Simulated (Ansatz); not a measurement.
Species: H3BCl2Si, SMILES `[SiH3]B(Cl)Cl` with one electron removed (charge 1, multiplicity 2), formula H3BCl2Si.

**Question.** How many basis functions does frozen-core CCSD(T)/cc-pVTZ // PBE-D3(BJ)/def2-TZVP (Ansatz, a quantum-chemistry and plane-wave program) use, how many core orbitals are frozen, and how many electrons are correlated?

**Answer.** 174 basis functions and 16 frozen orbitals, which leaves 23 correlated electrons. Core time is of the order of minutes.
